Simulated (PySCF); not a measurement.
Vertical excitations of a molecule C3H7ClSi from TDA-PBE/def2-SVPD in PySCF, as energy in eV (oscillator strength): 5.66 (0.000), 5.74 (0.023), 6.31 (0.244), 6.79 (0.050), 6.81 (0.020), 7.09 (0.002), 7.17 (0.079), 7.23 (0.099), 7.26 (0.023), 7.35 (0.037). Lowest triplet (TDA): 4.21 eV. Geometry: PBE0-D3(BJ)/def2-SVP. Other conformers were not sampled.

Q: Identify the compound among the candidates.
A. C=CC[SiH2]Cl
B. C/C=C/[SiH2]Cl
C. C/C=C(\[SiH3])Cl
D. [SiH3]C/C=C\Cl

A: B, C/C=C/[SiH2]Cl
